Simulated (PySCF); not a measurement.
## Computed structure and properties of [BiF4]−

System: [BiF4]− (singlet); start: displaced along the imaginary mode (C4v). Method: PySCF 2.14.0, RKS r2SCAN, Bi def2-SVP with ECP60, F def2-SVP; non-relativistic Hamiltonian with scalar-relativistic core potentials where named; density fitting; no spin-orbit coupling.

Input of the relaxation:

```python
mol = gto.M(atom='''
Bi     0.00000    -0.00000    -0.09091
F      2.16240     0.00000     0.25000
F     -0.00000     2.16240     0.25000
F     -2.16240    -0.00000     0.25000
F      0.00000    -2.16240     0.25000''',
    basis={'Bi': 'def2-SVP', 'F': 'def2-SVP'},
    ecp={'Bi': 'def2-SVP'},
    charge=-1, spin=0)
mf = dft.RKS(mol, xc='R2SCAN')
mf.grids.atom_grid = (50, 194)
mf = mf.density_fit()  # fitting sets: Bi def2-universal-JKFIT, F def2-universal-JKFIT
mf.conv_tol = 1e-08; mf.max_cycle = 55
mf.kernel(dm0)  # dm0: converged density of the start geometry
# quasi-Newton relaxation in Cartesian coordinates to a largest gradient under 0.00045 Eh/bohr, steps kept in the point group
```

Run from Python with OMP_NUM_THREADS=2; the lines above give its settings. Where DIIS fails, smearing, a level shift and second-order steps follow.
It took 13 s on 2 threads of Arm Neoverse V2 (shared host), from the converged density of the start.

Course of the relaxation:

```json
{"step": "0", "energy above end (eV)": "0.7967", "largest force component within the symmetry (eV/Å)": "0.962"}
{"step": "1", "energy above end (eV)": "0.3415", "largest force component within the symmetry (eV/Å)": "0.759"}
{"step": "2", "energy above end (eV)": "0.1077", "largest force component within the symmetry (eV/Å)": "2.085"}
{"step": "3", "energy above end (eV)": "0.0608", "largest force component within the symmetry (eV/Å)": "1.496"}
{"step": "4", "energy above end (eV)": "0.0004", "largest force component within the symmetry (eV/Å)": "0.066"}
{"step": "5", "energy above end (eV)": "0.0001", "largest force component within the symmetry (eV/Å)": "0.029"}
{"step": "6", "energy above end (eV)": "0.0000", "largest force component within the symmetry (eV/Å)": "0.001"}
```

Relaxed geometry (C4v):

```xyz
5

Bi    0.0000    0.0000   -0.4629
F     1.9359    0.0000    0.3430
F     0.0000    1.9359    0.3430
F    -1.9359    0.0000    0.3430
F     0.0000   -1.9359    0.3430
```

| contact | Å |
| --- | --- |
| Bi1–F2 (F) | 2.097 |
| Bi1–F3 (F) | 2.097 |
| Bi1–F4 (F) | 2.097 |
| Bi1–F5 (F) | 2.097 |

On the finer grid (75, 302):

```
HOMO                                                          : -1.89 eV
LUMO                                                          : 3.50 eV
Dipole about the centre of mass                               : 5.03 D
Set of Mulliken populations of Bi1 outside the core potential : s 3.89, p 7.64, d 10.32
D3(BJ) dispersion energy (not in the energies)                : -0.020 eV
```

```
atom  Mulliken (e)  Löwdin (e)  spin (e)
 Bi1          1.15        0.83      0.00
  F2         -0.54       -0.46      0.00
  F3         -0.54       -0.46      0.00
  F4         -0.54       -0.46      0.00
  F5         -0.54       -0.46      0.00
```

No frequency check is given for this geometry.

Taking off one F (charge -1, singlet; the rest: singlet) in vacuum, both parts rigid, costs 5.26 eV; the small basis without counterpoise inflates it.

Rigid scan of F along the line from its metal:

```
distance to F2 (Å)  energy (eV)
              1.80        1.247
              1.90        0.461
              2.00        0.094
              2.10        0.000
              2.20        0.068
              2.30        0.241
              2.50        0.714
              2.80        1.458
              3.20        2.252
              3.70        2.908
```

One start shape was tried, so this needn't be the lowest isomer.
